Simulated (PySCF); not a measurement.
Molecule: C₄H₅N₂ (charge +1, singlet). It need not be the lowest isomer of its formula. 
Coordinates optimised at B3LYP-D3(BJ)/def2-TZVP (Ansatz):
```
C
N 1 1.3478
H 2 1.0156 1 119.53
C 2 1.3501 3 118.95 1 180.00
N 4 1.3072 2 122.18 3 180.00
C 5 1.3369 4 118.01 2 0.00
C 1 1.3742 2 118.21 3 -180.00
H 7 1.0800 1 120.75 2 -180.00
H 1 1.0808 2 117.32 3 0.00
H 4 1.0831 5 120.59 6 180.00
H 6 1.0837 5 116.32 4 180.00
```
Charge +1, spin multiplicity 1.

Dispersion corrections to the total energy (kcal/mol) from the dftd3 and dftd4 libraries through PySCF: D3(BJ) without and D4 with the three-body term, each with the damping fitted for the functional named.

```json
[
 {"functional": "BP86", "D3(BJ)": "[?]", "D4": "-6.82"},
 {"functional": "BHLYP", "D3(BJ)": "[?]", "D4": "-5.85"},
 {"functional": "B2GP-PLYP", "D3(BJ)": "-3.44", "D4": "-2.16"},
 {"functional": "PBE", "D3(BJ)": "-6.06", "D4": "-5.27"},
 {"functional": "TPSSh", "D3(BJ)": "-6.86", "D4": "-6.48"},
 {"functional": "HF", "D3(BJ)": "[?]", "D4": "-20.95"},
 {"functional": "PBE0", "D3(BJ)": "-5.12", "D4": "-4.37"}
]
```

Task: Fill in the missing entries.

Result: 
- BP86, D3(BJ): -9.23
- BHLYP, D3(BJ): -7.94
- HF, D3(BJ): -50.89
